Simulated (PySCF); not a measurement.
C6H9FN (doublet state).
Structure used (GFN2-xTB), in Å, numbered top down from 1:
```xyz
17
C6H9FN angstrom
C     -1.738   -1.426    0.852
C     -0.704   -0.792    0.334
C      0.486   -1.227   -0.490
C      1.110    0.084   -0.088
N      2.411    0.336    0.281
C     -0.134    0.589    0.577
C     -0.855    1.776   -0.041
F      0.031    0.883    1.956
H     -2.422   -0.931    1.519
H     -1.929   -2.463    0.634
H      0.285   -1.334   -1.560
H      0.987   -2.140   -0.146
H      3.033   -0.462    0.284
H      2.515    0.933    1.092
H     -1.020    1.589   -1.097
H     -1.811    1.921    0.455
H     -0.252    2.674    0.077
```

The hyperfine couplings belong to this conformer and change with its torsions.

The species is `F[C@@]1(C)[C](N)CC1=C` [radical].

The calculation used UKS B3LYP, pcH-1 on C F H N, non-relativistic, mean-field spin-orbit, GIAO (PySCF 2.14.0). The structure is a single GFN2-xTB conformer in the gas phase; no vibrational or solvent corrections. Couplings are sensitive to structure, and on GFN2-xTB geometries they can be far from those on DFT ones. The SCF solution wasn't tested for stability.

Problem. Where do the isotropic ENDOR lines of C4, C7, C2, C6, C1, N5, F8, H11, H12 and H13/H14 fall at 335.5 mT, to first order?

Solution. For S = 1/2 in fast tumbling each set of equivalent nuclei gives two lines, ν± = |νn ± a/2| to first order, with νn = g_N μN B/h and μN/h = 7.62259 MHz/T.

| nuclei | isotope | g_N | νn (MHz) | a_iso (MHz) | lower line (MHz) | upper line (MHz) |
| --- | --- | --- | --- | --- | --- | --- |
| C4 | 13C | 1.4048 | 3.59 | 146.11 | 69.46 | 76.65 |
| C7 | 13C | 1.4048 | 3.59 | 38.95 | 15.88 | 23.07 |
| C2 | 13C | 1.4048 | 3.59 | 23.32 | 8.07 | 15.25 |
| C6 | 13C | 1.4048 | 3.59 | 11.84 | 2.33 | 9.51 |
| C1 | 13C | 1.4048 | 3.59 | 10.12 | 1.47 | 8.65 |
| N5 | 14N | 0.4038 | 1.03 | 37.82 | 17.88 | 19.94 |
| F8 | 19F | 5.2577 | 13.45 | 117.17 | 45.14 | 72.03 |
| H11 | 1H | 5.5857 | 14.28 | 89.01 | 30.22 | 58.79 |
| H12 | 1H | 5.5857 | 14.28 | 65.78 | 18.60 | 47.17 |
| H13/H14 | 1H | 5.5857 | 14.28 | 13.19 | 7.69 | 20.88 |

The rows for 13C, of low natural abundance, apply to labelled samples.

Problem. Which pairs are centred on the nuclear Larmor frequency, and which on half the coupling?

Solution. Centred on νn, since |a| < 2νn: H13/H14. Centred on |a|/2 and split by 2νn: C4, C7, C2, C6, C1, N5, F8, H11 and H12.

Problem. At what field would the lower line of C6 fall to zero frequency?

Solution. Where νn = |a|/2, that is B = 5.92 MHz/(1.4048 × 7.62259 MHz/T) = 553 mT, as far as first order holds there.

Couplings of abundant isotopes left out: H15/H16/H17 (3.7 MHz), H10 (-3.4 MHz) and H9 (-3.1 MHz).

Means are taken over nuclei equivalent by connectivity, which assumes that they swap fast.
